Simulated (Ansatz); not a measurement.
Input:

```yaml
crystal:
  periodic: [false, false, false]
  atoms:
    - { symbol: Ga, position_ang: [-0.155723, 0.320988, -0.62469] }
    - { symbol: H, position_ang: [-0.079891, 0.212869, 2.961684] }
    - { symbol: C, position_ang: [1.72788, 0.032899, -1.188923] }
    - { symbol: H, position_ang: [1.91452, -1.052948, -1.254129] }
    - { symbol: H, position_ang: [1.85365, 0.453549, -2.202038] }
    - { symbol: H, position_ang: [2.471298, 0.486427, -0.518903] }
    - { symbol: H, position_ang: [-1.32154, -0.331035, -1.503359] }
    - { symbol: H, position_ang: [0.051608, -0.122848, 3.629558] }
magnetization:
  spin_polarized: true
  initial_magnetization: 1
basis:
  gaussian: { orbitals: def2-SVP }
hamiltonian:
  xc: r2scan
md:
  timestep: 0.5
  n_steps: 200
  ensemble: nve
  temperature: 300.0
  initial_velocities: maxwell_boltzmann
  seed: 3574
```

Launched with:

```bash
$ ansatz run input.yaml --threads 4 --pin off --max-ram 5120MiB --backend cpu --events-out ev --progress --plain --runs-dir out
```

Hardware: 4 threads of Arm Neoverse N1 (shared host).

Question: Roughly how long does this run take, and how much memory?

Answer: 9.3 min, with a peak of 0.19 GiB, for 201 ionic steps.
